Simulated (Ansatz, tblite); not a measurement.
Removing and adding an electron: n-GeGeSiH8 (SiGe2H8). Total charge 0; singlet. Geometry: PBE-D4/def2-SVP. Ansatz, gas phase; energy differences of separate SCF runs; the oxidised species was run as a doublet alone; the reduced species was run as a doublet alone.

```csv
atom,x (Å),y (Å),z (Å)
Ge1,-0.4919,-1.5255,-1.2330
Ge2,-0.3574,-0.3164,0.8811
Si3,0.7654,1.7768,0.5868
H4,0.9353,-1.8529,-1.7494
H5,-1.2085,-0.6533,-2.2990
H6,-1.2767,-2.8545,-1.0728
H7,-1.7941,-0.0751,1.4252
H8,0.3989,-1.1841,1.9266
H9,0.8430,2.5426,1.8809
H10,0.0233,2.6079,-0.4264
H11,2.1628,1.5346,0.0799
```

The xTB rows come from tblite.

Task: Estimate orbital energies and vertical ionisation energies and electron affinities at: GFN1-xTB; GFN2-xTB; PBE-D4/def2-TZVP; PBE-D4/def2-TZVPD; r2SCAN-D4/def2-TZVP; r2SCAN-D4/def2-TZVPD; PBE0-D4/def2-TZVP; PBE0-D4/def2-TZVPD.

Result: 
```tsv
level	−HOMO (eV)	vertical IE (eV)	−LUMO (eV)	vertical EA (eV)	HOMO–LUMO gap (eV)	IE − EA (eV)	remarks
GFN1-xTB	11.51	13.52	7.66	–	3.85	–	–
GFN2-xTB	10.14	12.69	5.50	2.57	4.64	10.12	–
PBE-D4/def2-TZVP	6.85	9.51	1.00	–	5.85	–	–
PBE-D4/def2-TZVPD	6.85	–	1.12	-0.62	5.73	–	HOMO above zero (-1 doublet)
r2SCAN-D4/def2-TZVP	7.11	9.61	0.73	–	6.38	–	–
r2SCAN-D4/def2-TZVPD	7.09	–	0.77	-0.83	6.33	–	HOMO above zero (-1 doublet)
PBE0-D4/def2-TZVP	7.88	9.69	0.18	–	7.69	–	–
PBE0-D4/def2-TZVPD	7.87	–	0.35	-0.84	7.52	–	HOMO above zero (-1 doublet)
```

   A HOMO above zero means that the electron is unbound at that level or that self-interaction error raises the level; the energy of removing that electron tells which. Raw xTB energy differences between charge states are shifted by several eV; the methods need an empirical correction for them. A negative affinity means that the extra electron isn't bound; its size then hangs on the basis.
